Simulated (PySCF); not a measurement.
C2H7FGe, SMILES FC[CH2][GeH3], singlet, GFN2-xTB optimised geometry.

```
11

F      2.02     0.15     0.84
C      1.58    -0.86     0.00
C      0.07    -0.86     0.00
Ge    -0.56     1.02     0.00
H      2.02    -1.79     0.37
H      1.98    -0.63    -0.99
H     -0.30    -1.41    -0.87
H     -0.31    -1.37     0.89
H     -0.33     1.66     1.32
H      0.16     1.79    -1.05
H     -2.02     1.07    -0.30
```

Density from PBE0/def2-TZVP (PySCF 2.14.0) at that geometry.

Minimum of the electron density along straight lines between bonded atoms, close to the bond critical point (lines longer than 1.1 times the sum of covalent radii, or with two minima, are not listed):

```
bond     length / Å  ρ at the minimum / e bohr⁻³  ∇²ρ there / e bohr⁻⁵  position (fraction from the first atom)
-------  ----------  ---------------------------  --------------------  ---------------------------------------
F1–C2         1.383                        0.241                 -0.12                                     0.67
C2–C3         1.514                        0.256                 -0.66                                     0.51
C3–Ge4        1.981                        0.122                  0.08                                     0.53
C2–H5         1.095                        0.287                 -1.03                                     0.65
C2–H6         1.094                        0.288                 -1.04                                     0.65
C3–H7         1.089                        0.276                 -0.93                                     0.64
C3–H8         1.090                        0.277                 -0.93                                     0.64
Ge4–H9        1.487                        0.145                  0.09                                     0.60
Ge4–H10       1.493                        0.143                  0.10                                     0.60
Ge4–H11       1.497                        0.142                  0.09                                     0.60
```
